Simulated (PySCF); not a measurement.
How the method moves the HOMO and LUMO of `N[SiH2]P[SiH3]`

Compound: H8NPSi2.
Atom-mapped SMILES: `[NH2:1][SiH2:2][PH:3][SiH3:4]` (hydrogens: H5, H6 on N1; H7, H8 on Si2; H9 on P3; H10, H11, H12 on Si4)

Geometry (PBE0-D3(BJ)/def2-SVP, Å), atoms numbered from 1 in this order:
```xyz
12
H8NPSi2 angstrom
N      1.9884    0.6319    0.7664
Si     1.2139   -0.7020   -0.0087
P     -0.4636   -0.0572   -1.4123
Si    -1.9344    0.4272    0.2288
H      1.5558    1.0554    1.5794
H      2.4803    1.3259    0.2148
H      2.2039   -1.4255   -0.8619
H      0.7061   -1.6028    1.0710
H     -0.9613   -1.3764   -1.6578
H     -3.2431    0.8558   -0.3500
H     -1.3596    1.5718    1.0037
H     -2.1726   -0.7057    1.1777
```

Basis pcSseg-2 throughout (PySCF), one geometry. The structure is a single PBE0-D3(BJ)/def2-SVP conformer in the gas phase; no vibrational or solvent corrections.

Question: How do the orbital energies, the gap and the dipole change with the method?

Answer: 
```csv
method,kind,HOMO (eV),LUMO (eV),gap (eV),μ (D),SCF cycles
BLYP,GGA,-5.79,-0.90,4.89,0.88,14
B97-D,GGA,-5.91,-0.85,5.06,0.89,14
OPBE,GGA,-5.92,-0.83,5.10,0.96,15
PBE,GGA,-5.94,-1.01,4.93,0.90,14
KT2,GGA,-6.00,-1.10,4.89,0.86,14
KT3,GGA,-6.01,-1.06,4.95,0.87,14
BP86,GGA,-6.03,-1.00,5.03,0.90,13
LDA,LDA,-6.04,-1.19,4.85,0.90,14
B3LYP,global hybrid,-6.86,-0.43,6.43,0.85,12
HF,Hartree–Fock,-9.59,2.44,12.02,0.85,10
```

The HOMO spans 3.80 eV, from BLYP down to HF, and the gap runs from 4.85 eV (LDA) to 12.02 eV (HF). Over the methods BLYP (0 %), B97-D (0 %), OPBE (0 %), PBE (0 %), KT2 (0 %), KT3 (0 %), BP86 (0 %), LDA (0 %), B3LYP (20 %), HF (100 %), a straight line through the gap against the share of exact exchange rises by 0.71 eV for each 10 % (correlation coefficient 0.999). The dipole ranges from 0.85 D (B3LYP) to 0.96 D (OPBE). This basis has no diffuse functions.
